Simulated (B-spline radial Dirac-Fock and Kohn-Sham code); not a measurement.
**Dipole and non-dipole photoemission parameters of Cr 3p1/2**

System: the Cr atom in the configuration [Ar] 3d5 4s1; threshold 50.34 eV (orbital energy of the model). Method: Dirac-Hartree-Slater photoionisation with a Latter tail; cross sections with all multipoles, angular parameters from the dipole term and its interference with E2. Computed with a radial finite-basis atomic code.

For linearly polarised light dσ/dΩ = σ/(4π) [1 + β P₂(cos θ) + (δ + γ cos²θ) sin θ cos φ], with θ from the polarisation vector and φ the angle between the beam and the projection of the electron momentum on the plane normal to the polarisation.

```tsv
hν (eV)	σ (kb)	β	γ	δ
60	460	1.585	-0.046	0.013
60.8	426	1.495	-0.055	0.015
100	289	0.335	0.146	0.021
114	323	0.711	0.158	0.010
118	329	0.790	0.154	0.008
138	338	1.070	0.123	0.002
311	159	1.589	-0.021	0.001
409	101	1.622	0.002	0.003
446	86.3	1.625	0.017	0.004
503	68.4	1.624	0.042	0.005
524	63.1	1.622	0.052	0.005
886	19.9	1.555	0.228	0.011
1120	11.3	1.501	0.329	0.016
1486.9	5.45	1.420	0.460	0.025
2330	1.59	1.262	0.682	0.046
2984.4	0.772	1.163	0.806	0.063
3370	0.536	1.112	0.866	0.073
3470	0.491	1.099	0.881	0.076
3570	0.450	1.087	0.895	0.079
4250	0.263	1.011	0.980	0.096
4290	0.255	1.006	0.985	0.098
4330	0.248	1.002	0.989	0.099
4420	0.233	0.993	0.999	0.101
4660	0.197	0.970	1.024	0.107
5414.7	0.122	0.903	1.093	0.127
6000	?	?	?	?
8600	0.0264	0.700	1.286	0.202
9251.7	0.0206	0.670	1.315	0.217
15000	0.00384	0.485	1.506	0.328
```

Question: Give the values at 6000 eV.

Answer: σ = 0.0874 kb, β = 0.857, γ = 1.138, δ = 0.141.
